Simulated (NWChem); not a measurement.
System: SiH3O2F; SMILES O[SiH](O)F

Input file for NWChem:

```
start job
memory heap 200 mb stack 900 mb global 1100 mb
geometry units angstroms noautoz
  Si     0.029414    -0.029292     0.358784
  O      0.494821    -1.516967    -0.193448
  O     -1.515693     0.272681    -0.183070
  F      0.985558     1.167060    -0.221347
  H      0.192380    -0.047992     1.834854
  H      0.247882    -1.712855    -1.114647
  H     -1.765947     1.210427    -0.248447
end
basis spherical
  Si library def2-svp
  O library def2-svp
  F library def2-svp
  H library def2-svp
end
dft
  xc xwpbe 0.80 cpbe96 1.0 hfexch 1.00
  cam 0.2 cam_alpha 0.2 cam_beta 0.8
  iterations 150
  vectors input atomic output neutral.movecs
end
task dft energy
charge 1
dft
  odft
  mult 2
  vectors input atomic output cation.movecs
end
task dft energy
```

Coordinates come from a PBE-D3(BJ)/def2-SVP optimisation.

Ions are spin-unrestricted doublets at the neutral geometry; other ion states weren't tried.

### Question
What results follow from this input? (LRC-wPBEh/def2-SVP, vertical spin-unrestricted ions.) Quantities: vertical ionisation energy, ΔSCF (eV); −ε(HOMO) (eV).

### Answer
The vertical ionisation energy, ΔSCF (eV) is 12.10 and the −ε(HOMO) (eV) is 11.29.
